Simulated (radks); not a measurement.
Fractional charge and spin in the 5p shell of barium: the spin-up occupation runs from 2 to 3 and the spin-down occupation from 2 to 3; the fullest corner is Ba, [Kr] 4d10 5s2 6s2 5p(up 3, down 3). Calculated with a radial shooting solver on a logarithmic mesh with Libxc functionals: scalar-relativistic Kohn-Sham, PBEsol, spin-polarised, spherical densities, point nucleus. Energy (eV) above the fullest corner. The planes named below are the two flat planes that join the four corners, with an edge along up + down = one added electron.

\begin{tabular}{lrrrrr}
down \ up & 2 & 2.25 & 2.5 & 2.75 & 3 \\ \hline
2 & 56.476 & 47.188 & 38.536 & 30.509 & 23.095 \\
2.25 & 47.188 & 38.588 & 30.611 & 23.244 & 16.476 \\
2.5 & 38.536 & 30.611 & 23.294 & 16.572 & 10.431 \\
2.75 & 30.509 & 23.244 & 16.572 & 10.478 & 4.946 \\
3 & 23.095 & 16.476 & 10.431 & 4.946 & 0.000 \\
\end{tabular}

Corners above the fullest one (they belong to Ba+ and the next ion): (up 3, down 2) 23.095 eV, (up 2, down 3) 23.095 eV, (up 2, down 2) 56.476 eV. With half an added electron in each spin the energy lies 0.198 eV from the planes, and with half an added electron in spin up alone -1.250 eV. The planes are only a guide here: the flat-plane condition holds for ground states with one frontier orbital, while this shell lies below other occupied shells, so the corners above the fullest one are inner-hole states and not the ground states of those ions.
